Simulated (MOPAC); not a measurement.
MOPAC input (PM7):

```
PM7 FORCE THERMO(298,298) PRECISE LET CHARGE=1 GEO-OK AUX(PRECISION=9) THREADS=1
H9N2Si2

N     2.47774723 1   -0.60035548 1   -0.07917685 1
Si    1.14763264 1    0.37266152 1    0.40801661 1
N    -0.41361783 1   -0.47566305 1   -0.38715935 1
Si   -2.17045764 1    0.22988610 1   -0.14232236 1
H     3.09725279 1   -0.36748139 1   -0.85386763 1
H     2.91067296 1   -1.30709794 1    0.51350349 1
H     1.15832628 1    1.71630293 1   -0.16471947 1
H     0.88479272 1    0.33642199 1    1.84439123 1
H    -0.21770869 1   -0.55676127 1   -1.43483968 1
H    -0.40416628 1   -1.49557041 1   -0.06736679 1
H    -2.44392493 1    0.20829769 1    1.28849252 1
H    -2.17235647 1    1.57503153 1   -0.70192915 1
H    -3.03637306 1   -0.67827272 1   -0.88407961 1
```

From the output:

```
     H   13   3.035319

          HEAT OF FORMATION =     116.576353 KCALS/MOLE

          ZERO POINT ENERGY      56.342 KCAL/MOL

           NORMAL COORDINATE ANALYSIS (Total motion = 1 Angstrom)

   Root No.       1         2         3         4         5         6         7         8

                 1 A"      2 A"      1 A'      2 A'      3 A"      3 A'      4 A"      4 A'

                  46.1     112.3     152.2     227.3     329.4     520.4     534.7     565.0

           1    0.0000    0.0000    0.0011    0.0537   -0.0000    0.0196    0.0000   -0.0213
           2    0.0000   -0.0000    0.0968    0.0687   -0.0000   -0.0299   -0.0000    0.0268
           3    0.0555    0.0088   -0.0000   -0.0000   -0.0069   -0.0000    0.0119    0.0000
           4   -0.0000    0.0000    0.0082    0.0586   -0.0000   -0.0061   -0.0000    0.0011
           5   -0.0000   -0.0000   -0.0535    0.0129   -0.0000   -0.0317   -0.0000   -0.0291
           6   -0.0273    0.0079    0.0000   -0.0000   -0.0109    0.0000   -0.0208    0.0000
           7   -0.0000   -0.0000    0.0177   -0.0605    0.0000   -0.0081   -0.0000   -0.0220
           8   -0.0000   -0.0000   -0.0582    0.0272    0.0000    0.0400   -0.0000    0.0306
           9   -0.0534   -0.0407   -0.0000    0.0000    0.0125    0.0000   -0.0034    0.0000
          10    0.0000    0.0000   -0.0136   -0.0545    0.0000    0.0011   -0.0000    0.0180
          11    0.0000    0.0000    0.0324   -0.0563    0.0000    0.0094    0.0000    0.0185
          12    0.0261    0.0086   -0.0000    0.0000    0.0028   -0.0000   -0.0018   -0.0000
          13   -0.0410   -0.0008   -0.0039    0.0602   -0.0022   -0.0294   -0.0447    0.0116
          14    0.0062   -0.0226    0.1038    0.0252   -0.3368    0.2346    0.0255   -0.1637
          15    0.0824    0.0132    0.0014    0.0017    0.0504   -0.0056    0.0403    0.0047
          16    0.0411    0.0008   -0.0039    0.0602    0.0022   -0.0294    0.0447    0.0116
          17   -0.0062    0.0226    0.1038    0.0251    0.3368    0.2346   -0.0255   -0.1637
          18    0.0824    0.0132   -0.0014   -0.0017    0.0504    0.0056    0.0403   -0.0047
          19   -0.0546    0.0026   -0.0194    0.0627   -0.0643   -0.0096    0.1234    0.0016
          20    0.0051   -0.0323   -0.0834    0.0108   -0.0598    0.0155   -0.1513   -0.0402
          21   -0.0557    0.0232    0.0010    0.0027   -0.0138   -0.0207    0.1089    0.0067
          22    0.0546   -0.0025   -0.0194    0.0627    0.0643   -0.0096   -0.1234    0.0016
          23   -0.0051    0.0323   -0.0833    0.0108    0.0598    0.0155    0.1513   -0.0402
          24   -0.0558    0.0232   -0.0009   -0.0027   -0.0138    0.0207    0.1089   -0.0067
          25    0.0415    0.0300    0.0005   -0.0722   -0.0180   -0.0038   -0.0519   -0.0335
          26   -0.0198   -0.0239   -0.0730    0.0167    0.0221    0.0331    0.0701    0.0128
          27   -0.0880   -0.0710   -0.0008    0.0007    0.0350    0.0033    0.0708    0.0062
          28   -0.0415   -0.0300    0.0005   -0.0722    0.0180   -0.0038    0.0519   -0.0335
          29    0.0198    0.0239   -0.0730    0.0167   -0.0221    0.0331   -0.0701    0.0128
          30   -0.0880   -0.0710    0.0008   -0.0007    0.0350   -0.0033    0.0708   -0.0062
          31   -0.0718    0.0367    0.0131   -0.0791    0.0047   -0.0443   -0.0615   -0.0525
          32    0.0571   -0.1809    0.0636   -0.0882    0.0056   -0.0503   -0.0159   -0.0702
          33    0.0867   -0.0886   -0.0001   -0.0005    0.0030   -0.0028    0.0232   -0.0025
          34    0.0718   -0.0368    0.0132   -0.0791   -0.0047   -0.0444    0.0616   -0.0525
          35   -0.0571    0.1809    0.0636   -0.0882   -0.0056   -0.0503    0.0159   -0.0702
          36    0.0867   -0.0886    0.0001    0.0005    0.0030    0.0028    0.0232    0.0025
          37   -0.0000    0.0000   -0.0937    0.0374   -0.0000    0.1517    0.0000    0.2137
          38   -0.0000    0.0000    0.0296   -0.0532    0.0000    0.0131    0.0000    0.0228
          39   -0.0458    0.2309   -0.0000   -0.0000   -0.0020   -0.0000    0.0243   -0.0000

   Root No.       9        10        11        12        13        14        15        16

                 5 A"      5 A'      6 A"      6 A'      7 A'      8 A'      7 A"      9 A'

                 577.0     681.7     694.8     735.7     765.9     803.3     810.7     814.4

           1   -0.0000    0.0029   -0.0000   -0.0042    0.0035   -0.0017   -0.0000   -0.0074
           2    0.0000   -0.0085    0.0000    0.0110    0.0046    0.0024    0.0000    0.0073
           3   -0.0036   -0.0000   -0.0016   -0.0000    0.0000    0.0000   -0.0009    0.0000
           4    0.0000    0.0001   -0.0000   -0.0016    0.0121   -0.0046   -0.0000   -0.0096
           5    0.0000    0.0302   -0.0000   -0.0284   -0.0019    0.0005   -0.0000   -0.0056
           6    0.0132    0.0000   -0.0036    0.0000   -0.0000    0.0000   -0.0067    0.0000
           7   -0.0000    0.0667    0.0000    0.0703   -0.0237   -0.0123    0.0000   -0.0012
           8   -0.0000   -0.0496    0.0000    0.0571   -0.0348   -0.0148    0.0000   -0.0192
           9   -0.0083   -0.0000    0.0168   -0.0000    0.0000    0.0000    0.0322   -0.0000
          10   -0.0000   -0.0370   -0.0000   -0.0385    0.0127   -0.0127   -0.0000   -0.0009
          11   -0.0000    0.0129   -0.0000   -0.0156    0.0072    0.0093   -0.0000   -0.0068
          12   -0.0140    0.0000   -0.0081    0.0000   -0.0000    0.0000   -0.0185    0.0000
          13    0.0301    0.0029   -0.0677    0.0088    0.0108   -0.0050   -0.0021   -0.0111
          14    0.0003   -0.0013   -0.0548   -0.0758   -0.0145    0.0073    0.0171    0.0015
          15   -0.0260   -0.0006    0.0587    0.0013   -0.0009    0.0003   -0.0024    0.0014
          16   -0.0301    0.0029    0.0677    0.0088    0.0108   -0.0050    0.0021   -0.0111
          17   -0.0003   -0.0013    0.0548   -0.0758   -0.0145    0.0073   -0.0171    0.0015
          18   -0.0260    0.0006    0.0587   -0.0013    0.0009   -0.0003   -0.0024   -0.0014
          19   -0.0641   -0.0305    0.1652   -0.0589   -0.1673    0.0812   -0.0394    0.1744
          20    0.0452   -0.0337    0.1443    0.0814    0.2317    0.0558   -0.0707    0.1454
          21   -0.0392    0.0108    0.0143   -0.0724   -0.1822    0.0163    0.0058    0.0218
          22    0.0641   -0.0305   -0.1652   -0.0589   -0.1672    0.0812    0.0394    0.1744
          23   -0.0452   -0.0337   -0.1443    0.0814    0.2317    0.0558    0.0707    0.1454
          24   -0.0392   -0.0107    0.0144    0.0724    0.1823   -0.0164    0.0058   -0.0218
          25   -0.0753    0.0489    0.0297    0.0866   -0.0302   -0.0152    0.0687    0.0004
          26    0.0237   -0.0584   -0.0676    0.0756   -0.0432   -0.0145   -0.0653   -0.0192
          27    0.0544   -0.0108   -0.0431   -0.0023   -0.0000    0.0002   -0.0508   -0.0007
          28    0.0753    0.0489   -0.0298    0.0866   -0.0302   -0.0152   -0.0687    0.0004
          29   -0.0237   -0.0584    0.0676    0.0756   -0.0432   -0.0145    0.0653   -0.0192
          30    0.0544    0.0107   -0.0430    0.0022    0.0000   -0.0002   -0.0507    0.0007
          31   -0.1967   -0.1187   -0.0581    0.0653   -0.0244    0.2349   -0.0145   -0.0281
          32   -0.0589   -0.1117   -0.0171    0.0638   -0.0402   -0.1023    0.1233    0.1270
          33    0.0627   -0.0097    0.0147   -0.0169   -0.0020   -0.1663    0.0500    0.0699
          34    0.1967   -0.1187    0.0581    0.0653   -0.0244    0.2350    0.0146   -0.0281
          35    0.0589   -0.1118    0.0171    0.0638   -0.0402   -0.1023   -0.1233    0.1270
          36    0.0626    0.0098    0.0147    0.0169    0.0020    0.1662    0.0500   -0.0699
          37    0.0000    0.2574    0.0000   -0.0055    0.0106    0.0867    0.0000    0.1399
          38    0.0000    0.0198    0.0000   -0.0104    0.0046    0.0073    0.0000    0.0025
          39    0.0848   -0.0000    0.0247    0.0000   -0.0000   -0.0000    0.2620   -0.0000

   Root No.      17        18        19        20        21        22        23        24

                10 A'      8 A"     11 A'      9 A"     10 A"     12 A'     13 A'     14 A'

                 820.4     827.2     932.7     944.7    1085.7    1274.4    1521.0    1598.1

           1    0.0074   -0.0000    0.2050   -0.0000    0.0000   -0.0033    0.0003   -0.0504
           2   -0.0057   -0.0000    0.0280   -0.0000    0.0000    0.0027   -0.0013   -0.0066
           3    0.0000   -0.0012   -0.0000   -0.0551    0.0067   -0.0000   -0.0000    0.0000
           4    0.0059   -0.0000   -0.1141    0.0000   -0.0000    0.0074   -0.0008   -0.0014
           5    0.0096   -0.0000   -0.0058    0.0000   -0.0000   -0.0019   -0.0002   -0.0015
           6   -0.0000   -0.0080    0.0000    0.0193   -0.0109   -0.0000   -0.0000    0.0000
           7   -0.0199    0.0000   -0.0115   -0.0000   -0.0000   -0.0471    0.0401    0.0012
           8   -0.0064    0.0000   -0.0095   -0.0000   -0.0000   -0.0530   -0.0325    0.0019
           9    0.0000    0.0426    0.0000   -0.0068   -0.0019    0.0000   -0.0000   -0.0000
          10   -0.0043   -0.0000    0.0054   -0.0000    0.0000   -0.0017    0.0000   -0.0002
          11   -0.0086    0.0000    0.0041    0.0000   -0.0000    0.0065   -0.0001   -0.0001
          12   -0.0000   -0.0022   -0.0000    0.0025    0.0095    0.0000    0.0000   -0.0000
          13    0.0077   -0.0030    0.2108   -0.2648    0.0266    0.0083    0.0030    0.3614
          14    0.0087    0.0192   -0.1191    0.0466    0.0045   -0.0011    0.0043    0.0592
          15   -0.0015   -0.0023   -0.0069    0.1355   -0.0139   -0.0032   -0.0028   -0.2632
          16    0.0077    0.0030    0.2108    0.2648   -0.0266    0.0083    0.0030    0.3615
          17    0.0087   -0.0192   -0.1191   -0.0466   -0.0045   -0.0011    0.0043    0.0592
          18    0.0015   -0.0023    0.0069    0.1354   -0.0139    0.0032    0.0028    0.2631
          19   -0.1144   -0.0483   -0.0374   -0.0969    0.0030   -0.0039    0.0000    0.0056
          20   -0.0852   -0.0861    0.0133   -0.0263   -0.0358   -0.0131    0.0021    0.0043
          21   -0.0167    0.0072    0.0312   -0.0177    0.0054   -0.0016   -0.0017    0.0078
          22   -0.1144    0.0483   -0.0374    0.0969   -0.0030   -0.0039    0.0000    0.0056
          23   -0.0852    0.0861    0.0133    0.0263    0.0358   -0.0131    0.0021    0.0043
          24    0.0168    0.0072   -0.0312   -0.0177    0.0054    0.0016    0.0017   -0.0078
          25   -0.0277    0.0859    0.0130   -0.0394   -0.2586    0.2619   -0.2719   -0.0032
          26   -0.0134   -0.0826    0.0096   -0.0093   -0.2746    0.3022    0.2329   -0.0088
          27   -0.0013   -0.0612    0.0026    0.0127    0.0028    0.0072    0.2885   -0.0028
          28   -0.0277   -0.0859    0.0130    0.0394    0.2586    0.2619   -0.2720   -0.0032
          29   -0.0134    0.0826    0.0096    0.0093    0.2746    0.3022    0.2329   -0.0088
          30    0.0013   -0.0611   -0.0026    0.0126    0.0027   -0.0073   -0.2885    0.0028
          31    0.0989   -0.0847   -0.0142    0.0108    0.0372   -0.0129   -0.0016    0.0007
          32    0.1585   -0.1173   -0.0098    0.0029    0.0083   -0.0058    0.0006    0.0002
          33    0.0214   -0.0140    0.0024   -0.0019   -0.0047   -0.0008    0.0030   -0.0001
          34    0.0989    0.0847   -0.0142   -0.0108   -0.0372   -0.0129   -0.0016    0.0007
          35    0.1585    0.1173   -0.0097   -0.0029   -0.0083   -0.0058    0.0006    0.0002
          36   -0.0214   -0.0141   -0.0024   -0.0019   -0.0047    0.0008   -0.0030    0.0001
          37    0.2003   -0.0000   -0.0030   -0.0000   -0.0000    0.0358    0.0018    0.0003
          38    0.0040   -0.0000    0.0030    0.0000   -0.0000    0.0068   -0.0015    0.0003
          39   -0.0000   -0.1503    0.0000   -0.0027   -0.0065   -0.0000    0.0000   -0.0000

   Root No.      25        26        27        28        29        30        31        32

                15 A'     11 A"     12 A"     16 A'     17 A'     13 A"     18 A'     14 A"
```

The dipole moment of an ion depends on the origin.
